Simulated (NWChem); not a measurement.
**Atomisation of H3BN**

```
N
H 1 1.0223
H 1 1.0275 2 112.61
B 1 1.3837 2 123.43 3 180.00
H 4 1.2166 1 125.32 2 180.00
```
Charge 0, spin multiplicity 2.

The numbers come from NWChem runs, not from measurements. The geometry was optimised at UPBE/def2-SVP, a minimum by its harmonic frequencies. It is one conformer; others weren't searched.

Basis set: def2-TZVP. The atomisation energy is electronic alone: no zero-point, thermal, spin-orbit or counterpoise terms. No value is extrapolated to the basis-set limit. Free atoms are single determinants with multiplicities B 2, N 4, H 2. Correlated methods freeze the same cores in atoms and molecule, 2 orbitals in all.

```csv
method,atomisation energy (kcal/mol),relative cost
BP86,407.1,under 3
CCSD(T),371.6,20
PBE0,392.4,under 3
B3LYP,394.3,under 3
PBE,400.8,under 3
TPSS,395.9,under 3
M06-2X,392.5,3
LDA (SVWN5),447.2,1
HF,282.7,under 3
MP2,376.6,4
```

The values span 164.5 kcal/mol, from HF (lowest) to LDA (SVWN5) (highest). Relative cost: rough, from shared machines, SCF included, LDA (SVWN5) = 1. Costs are the molecule's.

B3LYP has NWChem's definition, with VWN1-RPA local correlation. The structure started from a generated list of species. The unpaired electrons of the parent sit in orbitals of symmetry a' (Cs labels of the run); other states weren't searched. The stability of the SCF solutions was not checked. Open-shell Hartree-Fock references start from PBE0 orbitals; any time given for them includes that run. Coupled-cluster values serve here as a point of comparison, not as the truth.
